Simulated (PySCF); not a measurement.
Cartesian coordinates in Å; atom numbers follow the order of the lines, from 1:
```xyz
9

Be    0.0061    0.0048    0.2790
C    -0.0025   -0.0161    1.9550
H    -1.0112   -0.2130    2.3619
H     0.3326    0.9435    2.3889
H     0.6621   -0.7986    2.3645
Si    0.0046    0.0180   -1.9099
H     1.3399    0.3965   -2.4821
H    -0.9914    0.9904   -2.4725
H    -0.3402   -1.3254   -2.4849
```

[PySCF 2.14.0 with density-fitted response routines: geometry from PBE0-D3(BJ)/def2-SVP; PBE0/pcSseg-1 with gauge-including orbitals; no relativistic terms; one conformer; isolated molecule; rapidly exchanging positions averaged]

Referencing at the same level of theory: ¹³C (σ = 184.41 ppm) and ¹H (σ = 31.27 ppm) and ²⁹Si (σ = 351.99 ppm) vs TMS.

```
   atoms  nucleus  count  δ (ppm)
H3/H4/H5       ¹H      3        ?
H7/H8/H9       ¹H      3        ?
      C2      ¹³C      1     -2.8
     Si6     ²⁹Si      1   -143.3
```

Q: Complete the table.

A: 
- H7/H8/H9: 2.88 ppm, hydrogen on a silicon bonded to Be
- H3/H4/H5: -0.34 ppm, hydrogen on a carbon bonded to Be

Shifts are as computed. Against solution values, carbons near 30 ppm lie about +2 ppm off and those near 130 ppm about +5 ppm. Of 1211 compounds with measured shifts, 218 miss one by over three times the rms of a fit or turn the order of signals round; such compounds aren't used in these exercises.
